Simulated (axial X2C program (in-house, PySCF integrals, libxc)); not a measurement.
## Potential curves of VSi, two-component

Computed with an in-house all-electron X2C program for linear molecules (integrals from PySCF). Two-component (2c) means X2C with spin–orbit coupling and atomic mean-field two-electron Coulomb and Gaunt terms. Basis: V dyall-cv3z [10s10p6d4f2g], Si dyall-v3z [8s7p2d1f] (cores contracted in-house); Gaussian nuclei, density fitting, unrestricted open shells. Masses: V 50.944 u, Si 27.977 u.

State: Ω = 5/2 (⟨Sz⟩ = 2.50, ⟨Lz⟩ = 0.00 at HF). Energies in eV from the lowest point of each curve. Fits are polynomials in 1 − R0/R over 0.85 to 1.23 times the lowest point R0.

```csv
R (Å),HF
2.0689,1.4890
2.1640,0.8929
2.2353,0.5751
2.3067,0.3442
2.3780,0.1839
2.4612,0.0674
2.5445,0.0098
2.6515,0.0000
2.7823,0.0550
2.9725,0.2081
```

The state is a single determinant with fixed occupations, the lowest that a limited PBE0 search found. PBE0 can misorder states that lie within some tenths of an eV, so this need not be the ground state of the molecule. The nearest other 2c determinant of the search, Ω = 9/2, lies 0.37 eV up at the distance of the search. With several unpaired electrons one determinant need not be a pure state. This is the top spin component of a Σ state; components of lower Ω are not single determinants and can lie lower. The determinant is spin-polarised beyond a pure state at some levels (its spin-free form has ⟨S²⟩ too high), which makes Re and μ there less reliable.

Q: What are Re and ωe at the HF level?

A: At HF, 2c: Re = 2.614 Å, ωe ≈ 275 cm⁻¹; Be follows as 0.137 cm⁻¹.
